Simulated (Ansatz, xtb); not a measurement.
## Relaxing a trial structure of CH6FInSn

The starting geometry of this gas-phase singlet was built from a drawn formula by distance geometry; its bonds are those of `[CH3][InH][SnH2][F]`.

```tsv
atom	x (Å)	y (Å)	z (Å)
C	-4.0940	0.3699	1.7613
F	-1.0880	-0.7492	-1.8897
In	-2.0632	-0.5400	1.9078
Sn	-0.6146	0.4830	-0.4751
H	-4.2039	0.8097	2.7332
H	-4.8625	-0.3996	1.6935
H	-4.1490	1.1664	0.9361
H	-1.9581	-2.2103	2.3637
H	-1.3365	2.0756	-0.6952
H	1.1040	0.5856	-0.2992
```

Problem. Predict what it relaxes into with r2SCAN-D4/def2-SVP.

Solution. It keeps its bonds, and is `[CH3][InH][SnH2][F]`.

The energy falls by 0.69 eV over 12 steps:

```csv
step,E − E(last) (eV)
1,0.691
2,0.175
3,0.043
5,0.016
6,0.006
7,0.003
8,0.000
10,0.000
11,0.000
12,0.000
```

Final geometry (Å):

```xyz
10

C    -4.2360    0.3179    1.8757
F    -0.9555   -0.6212   -1.9503
In   -2.2852   -0.5604    1.5181
Sn   -0.5626    0.5358   -0.4105
H    -4.2308    0.7975    2.8683
H    -5.0037   -0.4710    1.8857
H    -4.4934    1.0715    1.1187
H    -1.7568   -1.9794    2.3704
H    -0.8867    2.1182   -1.0187
H     1.1450    0.3822   -0.2211
```

From the same start GFN2-xTB ends elsewhere, differing in F2–In3 (2.02 against 3.72 Å here), F2–Sn4 (2.61 against 1.97 Å here).

The end wasn't checked by frequencies. Atoms past krypton carry core potentials, without spin–orbit terms. Run with Ansatz 0.2.0, 23 s on 2 threads of Intel(R) Xeon(R) 6975P-C (Granite Rapids) (shared host).
